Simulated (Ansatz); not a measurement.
Reaction (redistribution): `C[CH2][Al]([CH2]C)[CH2]C` + `N[SiH3]` → `C[CH2][AlH][CH2]C` + `CC[SiH2]N`

Isolated molecules relaxed with PBE0-D4/def2-TZVP in Ansatz; ΔE leaves out vibrations. CBS: MP2 limit from def2 TZ/QZ plus the TZ coupled-cluster correction, frozen cores. This one scheme is used for every species. DFT in def2-TZVPP. One conformer a species, not always the lowest.

| species | BHLYP energy (Eh) |
| --- | --- |
| `C[CH2][Al]([CH2]C)[CH2]C` | -480.04313 |
| `N[SiH3]` | -347.26990 |
| `C[CH2][AlH][CH2]C` | -401.43010 |
| `CC[SiH2]N` | -425.88629 |

Work out ΔE.

ΔE = (-401.43010) + (-425.88629) − (-480.04313) − (-347.26990) = -0.00336 Eh = -8.8 kJ/mol. CCSD(T)/CBS gives -6.9 kJ/mol.

Largest T1 diagnostic among the species: 0.009.

Leaving LDA and LC-ωPBE aside and taking each functional with its dispersion term where it has one, the values, not all of them listed here, spread over 12.7 kJ/mol, from B97M-V to BLYP-D4. LDA lies −3.7 kJ/mol from PBE without D4. From BLYP to BHLYP (50 % exact exchange), in def2-TZVPP and without D4, ΔE moves by −3.9 kJ/mol.
